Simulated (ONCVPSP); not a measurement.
Reading a pseudo-wave (Li (Z = 3))

Columns: radius, all-electron u(r) and pseudo u(r) of the 1s shell (level -51.11 eV) of lithium in the configuration 1s2 2s1; LDA (Perdew-Wang 92), scalar-relativistic, ONCV scheme, ONCVPSP 4.0.1.

```
r (bohr)  all-electron  pseudo
   0.053        0.4140  0.2640
   0.105        0.7036  0.5093
   0.158        0.9071  0.7325
   0.210        1.0383  0.9157
   0.262        1.1180  1.0574
   0.315        1.1592  1.1566
   0.368        1.1703  1.2118
   0.420        1.1598  1.2278
   0.473        1.1330  1.2117
   0.525        1.0957  1.1720
   0.578        1.0499  1.1152
   0.630        0.9999  1.0503
   0.683        0.9460  0.9808
   0.735        0.8917  0.9133
   0.788        0.8362  0.8477
   0.840        0.7824  0.7876
   0.893        0.7290  0.7307
   0.945        0.6784  0.6787
   0.998        0.6289  0.6289
   1.050        0.5828  0.5828
   1.102        0.5391  0.5391
   1.155        0.4971  0.4971
   1.208        0.4578  0.4577
   1.260        0.4217  0.4216
   1.313        0.3873  0.3873
   1.365        0.3561  0.3560
```

How many radial nodes do the two functions have?

The all-electron 1s function has n − l − 1 = 0; the pseudo-wave has 0.

At about which radius was the pseudo-wave matched?

1.05 bohr. The columns agree to 0.0005 from 0.94 bohr on; several derivatives are matched, so the curves merge somewhat inside the radius.

Is the pseudo-wave norm-conserving?

Yes: the ONCV scheme keeps the norm inside the radius equal to the all-electron one, which fixes the energy derivative of the logarithmic derivative at the level.
